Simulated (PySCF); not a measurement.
Species: 3-chlorothiophenol, C6H5ClS.
Bonds: S1–C2, C2–C3 (aromatic), C3–C4 (aromatic), C4–C5 (aromatic), C5–C6 (aromatic), C6–Cl7, C6–C8 (aromatic), C2–C8 (aromatic). Hydrogens: H9 on S1; H10 on C3; H11 on C4; H12 on C5; H13 on C8.

Computed by this run: PBE0-D3(BJ)/def2-SVP geometry optimisation, gas phase in PySCF 2.14.0; density fitting, grid level 2; the optimiser is geomeTRIC in internal coordinates, started from a GFN2-xTB structure.

Step 0: E = -29634.6451 eV
```
atom  x, y, z in Å  |  force x, y, z in eV/Å
S1      2.8626   -0.2116   -0.0253   -0.010  -0.532   0.016
C2      1.0989   -0.1470   -0.0082    0.597   0.083  -0.006
C3      0.3943   -1.3452    0.0342    0.073   0.011   0.005
C4     -0.9868   -1.3256    0.0507    0.018   0.107  -0.005
C5     -1.6789   -0.1259    0.0215   -0.080  -0.029  -0.003
C6     -0.9635    1.0595   -0.0234   -0.149   0.250  -0.011
Cl7    -1.8065    2.5679   -0.0687   -0.075   0.109   0.005
C8      0.4210    1.0643   -0.0362   -0.111  -0.017  -0.003
H9      3.0561    1.1055   -0.0644    0.095   0.450  -0.015
H10     0.9334   -2.2796    0.0544    0.204  -0.449   0.013
H11    -1.5344   -2.2546    0.0861   -0.254  -0.429   0.013
H12    -2.7566   -0.1084    0.0308   -0.476   0.047   0.006
H13     0.9560    2.0012   -0.0694    0.169   0.398  -0.016
```

Q: Estimate the geometry and energy of step 1. (The exact step hangs on the optimiser's Hessian estimate; all steps are aligned on step 0, rigid shifts and turns removed.)

A: E = -29634.6778 eV, largest force 0.153 eV/Å
```
atom  x, y, z in Å  |  force x, y, z in eV/Å
S1      2.8767   -0.2296   -0.0237    0.033   0.150  -0.005
C2      1.1158   -0.1403   -0.0083   -0.041  -0.019   0.001
C3      0.4014   -1.3447    0.0360    0.050  -0.057   0.001
C4     -0.9886   -1.3271    0.0494   -0.044  -0.079   0.004
C5     -1.6945   -0.1272    0.0197   -0.051   0.038  -0.002
C6     -0.9739    1.0640   -0.0242   -0.032   0.016   0.001
Cl7    -1.8212    2.5765   -0.0617    0.018  -0.032   0.000
C8      0.4184    1.0714   -0.0385    0.070   0.086  -0.004
H9      3.0998    1.1052   -0.0665   -0.013  -0.141   0.004
H10     0.9382   -2.2967    0.0599   -0.017   0.028  -0.001
H11    -1.5382   -2.2720    0.0840    0.026   0.034  -0.001
H12    -2.7853   -0.1056    0.0297    0.024  -0.003   0.001
H13     0.9470    2.0265   -0.0736   -0.023  -0.022   0.002
```

The energy changes by -0.0327 eV. The first-order estimate −F·Δx gives -0.0704 eV and the mean of the old and new forces, exact on a quadratic surface, -0.0331 eV. The step makes an angle of 48° with the force vector and moves no atom by more than 0.044 Å.

What follows is the cost of the whole optimisation. Time: 51 s wall; peak memory 0.71 GiB. Hardware: one thread of an Intel Xeon Platinum 8488C, shared host with 192 logical CPUs at a one-minute load of 51.
